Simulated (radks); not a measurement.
The erbium ion Er2+, 66 electrons, occupied as [Xe] 4f12 (the NIST ground configuration). Calculated with a radial shooting solver on a logarithmic mesh with Libxc functionals: Dirac Kohn-Sham, AM05, spin-unpolarised, spherical densities, point nucleus; open shells are shared between the two j in proportion to 2j + 1.

Unscreened Slater integrals over Kohn-Sham orbitals (cm^-1). Large and small components are both included. Empty in this configuration: 6s1/2.

| integral | value |
|---|---|
| F0(4f7/2,4f7/2) | 251550 |
| F2(4f7/2,4f7/2) | 115680 |
| F4(4f7/2,4f7/2) | 71866 |
| F6(4f7/2,4f7/2) | 51508 |
| F0(4f7/2,4f5/2) | 254120 |
| F2(4f7/2,4f5/2) | 117050 |
| F4(4f7/2,4f5/2) | 72751 |
| G2(4f7/2,4f5/2) | 116740 |
| G4(4f7/2,4f5/2) | 72568 |
| G6(4f7/2,4f5/2) | 52024 |
| F0(4f7/2,5p3/2) | 156320 |
| F2(4f7/2,5p3/2) | 52538 |
| G2(4f7/2,5p3/2) | 28537 |
| G4(4f7/2,5p3/2) | 21562 |
| F0(4f7/2,5p1/2) | 165850 |
| G4(4f7/2,5p1/2) | 25186 |
| F0(4f7/2,6s1/2) | 77427 |
| G3(4f7/2,6s1/2) | 3343.4 |
| F0(4f5/2,4f5/2) | 256760 |
| F2(4f5/2,4f5/2) | 118470 |
| F4(4f5/2,4f5/2) | 73674 |
| F0(4f5/2,5p3/2) | 157000 |
| F2(4f5/2,5p3/2) | 52059 |
| G2(4f5/2,5p3/2) | 27682 |
| G4(4f5/2,5p3/2) | 21022 |
| F0(4f5/2,5p1/2) | 166650 |
| G2(4f5/2,5p1/2) | 32808 |
| F0(4f5/2,6s1/2) | 77544 |
| G3(4f5/2,6s1/2) | 3216.1 |
| F0(5p3/2,5p3/2) | 130350 |
| F2(5p3/2,5p3/2) | 69897 |
| F0(5p3/2,5p1/2) | 134960 |
| G2(5p3/2,5p1/2) | 71377 |
| F0(5p3/2,6s1/2) | 73248 |
| G1(5p3/2,6s1/2) | 6954.2 |
| F0(5p1/2,5p1/2) | 140260 |
| F0(5p1/2,6s1/2) | 73906 |
| G1(5p1/2,6s1/2) | 5646.7 |
| F0(6s1/2,6s1/2) | 59549 |
